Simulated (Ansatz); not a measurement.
# Strength of the Li–Ag bond: LiAg → Ag + Li

Species: LiAg, singlet; Ag atom, doublet; Li atom, doublet. 

Shapes, held fixed at every level: PBE0-D4/def2-TZVP. Programs: Ansatz 0.2.0. The zero-point and thermal change to 298 K, harmonic and unscaled (PBE0-D4/def2-TZVP), is +0.6 kJ/mol.

Task: Estimate ΔH(298 K) of this reaction.

Result: The highest level, CCSD(T)/def2-TZVPP, gives ΔH(298 K) = +167.6 kJ/mol; the levels span +45.1 to +225.7. The column of differences is taken from that level and isn't an error. Hartree–Fock misses the correlation of the pair that is broken and comes out low. No measured value is set beside it here. T1 is large for LiAg, so single-reference values are less sure there. Open shells run unrestricted unless RO is named. For atoms past krypton def2 sets carry core potentials with scalar relativity. Correlated rows may include outer-core shells of Ag, Li, which these sets cover unevenly. Times are processor times on shared x86 and Arm servers, and rough.

```json
{"level": "HF/def2-TZVPP", "kind": "Hartree–Fock", "ΔH(298 K) (kJ/mol)": "+45.1", "less CCSD(T)/def2-TZVPP": "-122.5", "CPU time (sum over the molecules)": "–"}
{"level": "SPW92/def2-TZVPP", "kind": "LDA", "ΔH(298 K) (kJ/mol)": "+225.7", "less CCSD(T)/def2-TZVPP": "+58.1", "CPU time (sum over the molecules)": "0.7 s"}
{"level": "PBE-D4/def2-TZVPP", "kind": "GGA", "ΔH(298 K) (kJ/mol)": "+185.1", "less CCSD(T)/def2-TZVPP": "+17.5", "CPU time (sum over the molecules)": "1.1 s"}
{"level": "B3LYP-D4/def2-TZVPP", "kind": "global hybrid", "ΔH(298 K) (kJ/mol)": "+177.2", "less CCSD(T)/def2-TZVPP": "+9.6", "CPU time (sum over the molecules)": "1.3 s"}
{"level": "BHLYP-D4/def2-TZVPP", "kind": "global hybrid", "ΔH(298 K) (kJ/mol)": "+152.1", "less CCSD(T)/def2-TZVPP": "-15.5", "CPU time (sum over the molecules)": "1 s"}
{"level": "PBE0-D4/def2-TZVPP", "kind": "global hybrid", "ΔH(298 K) (kJ/mol)": "+160.1", "less CCSD(T)/def2-TZVPP": "-7.5", "CPU time (sum over the molecules)": "1 s"}
{"level": "MP2/def2-SVP", "kind": "perturbation theory", "ΔH(298 K) (kJ/mol)": "+144.0", "less CCSD(T)/def2-TZVPP": "-23.6", "CPU time (sum over the molecules)": "–"}
{"level": "CCSD(T)/def2-TZVPP", "kind": "coupled cluster or CI", "ΔH(298 K) (kJ/mol)": "+167.6", "less CCSD(T)/def2-TZVPP": "0.0", "CPU time (sum over the molecules)": "3 s"}
```
